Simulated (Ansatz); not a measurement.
C₂H₆AlCl₂N, SMILES `C[N](C)[Al]([Cl])[Cl]` from Hartree–Fock to CCSD(T)

```xyz
12

C    -0.8325    0.1410    1.1518
N    -0.0114    0.0010   -0.0296
C     1.3862   -0.1920    0.2846
Al   -0.6418    0.0591   -1.6647
Cl    0.6401   -0.1520   -3.2953
Cl   -2.6807    0.3400   -1.9976
H    -0.5166    1.0024    1.7555
H    -0.7658   -0.7504    1.7901
H    -1.8809    0.2848    0.8844
H     1.5363   -1.0960    0.8901
H     1.9809   -0.2946   -0.6250
H     1.7861    0.6568    0.8557
```

Total charge 0; spin multiplicity 1. The structure was optimised at the PBE0-D4/def2-TZVP level. It is one conformer, not always the lowest. Frozen core, restricted reference, the Gaussian-basis code of Ansatz. CBS rows extrapolate triple and quadruple zeta; past MP2 they add the triple-zeta difference.

```json
{"basis": "def2-SVP", "HF (Eh)": "-1294.31204", "MP2 corr.": "-0.77507"}
{"basis": "def2-TZVPP", "HF (Eh)": "-1294.86134", "MP2 corr.": "-1.00835"}
{"basis": "def2-QZVPP", "HF (Eh)": "-1294.90030", "MP2 corr.": "-1.09082"}
```

Q: Estimate the CCSD correlation energy and the (T) correction in each basis where they were run (hartree).

A: 
| basis | CCSD corr. | (T) |
| --- | --- | --- |
| def2-SVP | -0.83792 | -0.02159 |
| def2-TZVPP | -1.06989 | -0.04397 |
| CBS(def2) | -1.21345 | as TZ |
